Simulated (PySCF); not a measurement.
Isomers of C7H7NO side by side.

PySCF, CAM-B3LYP/def2-SVPD, density fitting, gas phase; each molecule at its own GFN2-xTB geometry, one conformer. Singlet excitations by full TDDFT with frozen cores and triplets by Tamm–Dancoff TDDFT. 

Torsions of the conformers computed, which needn't be the lowest (atom-mapped SMILES):
- `[CH:1]#[C:2]/[CH:3]=[CH:4]/[C:5](=[O:6])[NH:7][CH:8]=[CH2:9]`: C3–C4–C5–O6 0°, C4–C5–N7–C8 180°, C5–N7–C8–C9 180°
- `[CH3:1][C:2](=[O:3])[c:4]1[cH:5][cH:6][cH:7][cH:8][n:9]1`: C1–C2–C4–C5 180°
- `[N:1]#[C:2][CH2:3][C@@H:4]1[CH:5]=[CH:6][C:7](=[O:8])[CH2:9]1`: C2–C3–C4–C5 -64°
- `[CH2:1]=[CH:2]/[CH:3]=[CH:4]\[c:5]1[cH:6][cH:7][o:8][n:9]1`: C1–C2–C3–C4 180°, C3–C4–C5–C6 180°
- `[CH:1]#[C:2][C@@H:3]1[CH:4]=[CH:5][C@@H:6]1[NH:7][CH:8]=[O:9]`: C5–C6–N7–C8 135°, C6–N7–C8–O9 -4°

Reference: `C#C/C=C/C(=O)NC=C`, with HOMO energy -8.10 eV, LUMO energy -1.13 eV, lowest singlet excitation 4.45 eV, lowest triplet excitation 3.01 eV, mean polarisability 109.3 au and dipole moment 3.46 D.

Changes against it:

```tsv
molecule	Δ electronic energy (kcal/mol)	Δ HOMO energy (eV)	Δ LUMO energy (eV)	Δ lowest singlet excitation (eV)	Δ lowest triplet excitation (eV)	Δ mean polarisability (au)	Δ dipole moment (D)
C=C/C=C\c1ccon1	+4.5	+0.29	+0.49	+0.33	-0.33	-9.3	-0.94
C#C[C@@H]1C=C[C@@H]1NC=O	+17.3	-0.69	+1.91	+1.31	+1.38	-21.9	+0.29
```

Rows whose labels were lost:

```json
{"row": "P", "Δ electronic energy (kcal/mol)": "-37.3", "Δ HOMO energy (eV)": "-0.95", "Δ LUMO energy (eV)": "+0.38", "Δ lowest singlet excitation (eV)": "-0.48", "Δ lowest triplet excitation (eV)": "+0.50", "Δ mean polarisability (au)": "-25.5", "Δ dipole moment (D)": "-2.11"}
{"row": "Q", "Δ electronic energy (kcal/mol)": "-58.6", "Δ HOMO energy (eV)": "-0.61", "Δ LUMO energy (eV)": "+0.25", "Δ lowest singlet excitation (eV)": "-0.71", "Δ lowest triplet excitation (eV)": "+0.24", "Δ mean polarisability (au)": "-20.9", "Δ dipole moment (D)": "-0.05"}
```

Q: Which row belongs to which of `CC(=O)c1ccccn1` and `N#CC[C@@H]1C=CC(=O)C1`?

A: P = `N#CC[C@@H]1C=CC(=O)C1` and Q = `CC(=O)c1ccccn1`. P and Q are told apart most clearly by the electronic energy (-37.3 against -58.6 kcal/mol).

Q: Which row has the smallest HOMO–LUMO gap and which the largest, and does the HOMO or the LUMO shift more there?

A: Smallest, counted from the reference: `C=C/C=C\c1ccon1`, +0.20 eV (HOMO +0.29, LUMO +0.49), the larger shift being that of the LUMO. Largest: `C#C[C@@H]1C=C[C@@H]1NC=O`, +2.60 eV (HOMO -0.69, LUMO +1.91), the larger shift being that of the LUMO. The gap of the reference itself lies below all of them.
